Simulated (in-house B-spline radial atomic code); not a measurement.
Checks on a self-consistent run for Eu36+, [He] 2s2 (2p3/2)4 3s2 3p6 3d10 4s1. Method: Dirac-Hartree-Fock, average of the jj configuration, Fermi nucleus of rms radius 5.1115 fm. Calculated with a B-spline radial code for spherical atoms.

```tsv
orbital	q	ε (Eh)	<1/r>	<r²>	small-component weight
1s1/2	2	-1870.77534	70.3021	0.000676407	0.055083
2s1/2	2	-364.10992	16.9663	0.0103389	0.012439
2p3/2	4	-326.50506	15.0435	0.008644	0.011627
3s1/2	2	-122.74739	6.39484	0.0650833	0.0041988
3p1/2	2	-116.05002	6.33058	0.0601734	0.0041596
3p3/2	4	-110.94943	5.83969	0.0656836	0.0039166
3d3/2	4	-99.98943	5.72244	0.0511144	0.00379
3d5/2	6	-99.06337	5.62437	0.0523563	0.0037555
4s1/2	1	-58.39307	3.07271	0.258833	0.0017799
```

Electron-electron repulsion V_ee = 1768.8757 hartree.

(1) What total energy follows from the eigenvalues?

(2) Does the Dirac virial theorem hold?

(3) What diamagnetic shielding (Lamb formula) and susceptibility (Langevin formula) do the radii give?

## Answers

(1) The eigenvalues count the repulsion twice, so E = Σqε - V_ee = -7749.914 - 1768.876 = -9518.790 hartree; the run printed -9518.790.

(2) For a point nucleus E = -2c²Σq·w, with w the small-component weight. Here Σq·w = 0.25341 and c = 137.0360, so the ratio E/(-2c²Σq·w) is 1.000142; the finite nucleus accounts for the departure from 1.

(3) σ = (α²/3)Σq<1/r> = 343.229/(3·137.036²) = 6092.5 ppm, and χ = -0.79199×10⁻⁶·Σq<r²> = -1.067×10⁻⁶ cm³/mol with Σq<r²> = 1.3473 bohr². Both are non-relativistic formulas without the paramagnetism of open shells; for so heavy an element the full relativistic shielding is larger by tens of per cent.
